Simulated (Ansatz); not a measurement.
Cl$_{2}$H$_{5}$NSi$_{2}$, SMILES `N[Si]([SiH3])(Cl)Cl`, relaxed with RKS PBE-D4/def2-SVP in Ansatz 0.2.0 from a rough embedded geometry. The force threshold is 0.03 eV/Å; the program also tests the step.

The species carries charge 0 and has multiplicity 1.

Start:

```xyz
10

N    -0.429   -1.648    0.716
Si    0.596   -0.651   -0.113
Si   -0.206    1.501   -0.280
Cl    2.403   -0.632    0.734
Cl    0.936   -1.453   -1.975
H    -1.342   -1.785    0.285
H    -0.591   -1.356    1.663
H    -0.452    2.099    1.009
H    -1.592    1.509   -0.984
H     0.678    2.416   -1.056
```

(1) How much energy does the relaxation release, and in how many steps? (Best estimate.)

(2) Which bonds change most? (An estimate is asked.)

(3) Give the relaxed structure. (Estimate.)

Answers

(1) Computed: 37.20 kJ/mol, in 8 steps.

(2) Computed: Si2–Cl4 from 1.996 to 2.089 Å; N1–Si2 from 1.653 to 1.721 Å; Si3–H8 from 1.442 to 1.506 Å; Si3–H9 from 1.555 to 1.506 Å.

(3) The calculation gave: 
```xyz
10

N    -0.470   -1.713    0.756
Si    0.505   -0.586   -0.105
Si   -0.206    1.635   -0.364
Cl    2.334   -0.490    0.899
Cl    0.731   -1.348   -2.036
H    -1.295   -2.136    0.327
H    -0.506   -1.716    1.777
H    -0.386    2.272    0.989
H    -1.522    1.668   -1.095
H     0.816    2.413   -1.148
```
